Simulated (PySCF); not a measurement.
Species: C6H4NO2 (doublet state).
Geometry (GFN2-xTB, Å), atoms numbered from 1 in this order:
```
atom  x, y, z in Å
N1    -2.4279    2.0095   -0.3375
C2    -2.0913    0.9281   -0.1915
C3    -1.6238   -0.4262    0.0056
C4    -0.1549   -0.4972   -0.2419
C5     0.5477   -1.1859   -1.1206
O6     1.8747   -1.0102   -1.0853
C7     2.1696   -0.0969   -0.1021
O8     3.2826    0.2435    0.1452
C9     0.8644    0.3315    0.5370
H10   -1.8586   -0.7217    1.0345
H11   -2.1531   -1.0899   -0.6816
H12    0.8629    0.1105    1.6064
H13    0.7034    1.4053    0.4141
```

The hyperfine couplings belong to this conformer and change with its torsions.

As a line formula: `N#CCC1=[C]OC(=O)C1` [radical].

The calculation used UKS B3LYP, pcH-1 on C H N O, non-relativistic, mean-field spin-orbit, GIAO in PySCF. Geometry: GFN2-xTB, one conformer, isolated molecule. Couplings are sensitive to structure, and on GFN2-xTB geometries they can be far from those on DFT ones. No stability test was run, so a lower SCF solution isn't excluded.

Mulliken spin populations: N1 -0.001, C2 -0.002, C3 +0.012, C4 -0.122, C5 +0.973, O6 +0.012, C7 +0.019, O8 +0.037, C9 +0.080, H10 -0.004, H11 +0.005, H12 -0.005, H13 -0.005.

(1) Give the computed dipolar 1H tensors of H10, H11, H12, H13.

(2) Estimate them with point dipoles: put each population ρk at its nucleus, leave out the nucleus itself and the atom bound to it, and sum T = Σ [ρk/(2S)]·C·(3 n nᵀ − 1)/r³ with C = μ0 gₑ μB g_N μN/(4π h) = 79.06 MHz Å³.

(3) If all the spin sat on C5, T∥ = 2C/r³. What distance does the computed T3 of H11 then imply?

Answers

(1) 
```tsv
atom	position	distance from C5 (Å)	T1 (MHz)	T2	T3
H10	3 bonds from C5	3.26	-2.08	-1.51	3.60
H11	3 bonds from C5	2.74	-3.66	-3.18	6.84
H12	3 bonds from C5	3.04	-3.91	-1.43	5.33
H13	3 bonds from C5	3.02	-3.87	-1.42	5.29
```

(2) 
```json
{"atom": "H10", "T1 (MHz)": "-1.71", "T2": "-1.23", "T3": "2.93", "T3, computed": "3.60", "difference in T3 (%)": "-18"}
{"atom": "H11", "T1 (MHz)": "-3.61", "T2": "-2.91", "T3": "6.52", "T3, computed": "6.84", "difference in T3 (%)": "-5"}
{"atom": "H12", "T1 (MHz)": "-2.56", "T2": "-1.89", "T3": "4.44", "T3, computed": "5.33", "difference in T3 (%)": "-17"}
{"atom": "H13", "T1 (MHz)": "-2.63", "T2": "-1.91", "T3": "4.54", "T3, computed": "5.29", "difference in T3 (%)": "-14"}
```

In T3 the estimate is closest for H11 (-5 %, 2.74 Å from C5) and worst for H10 (-18 %, 3.26 Å).

(3) r = (2 × 79.06/6.84)^(1/3) = 2.85 Å, against 2.74 Å in the structure.
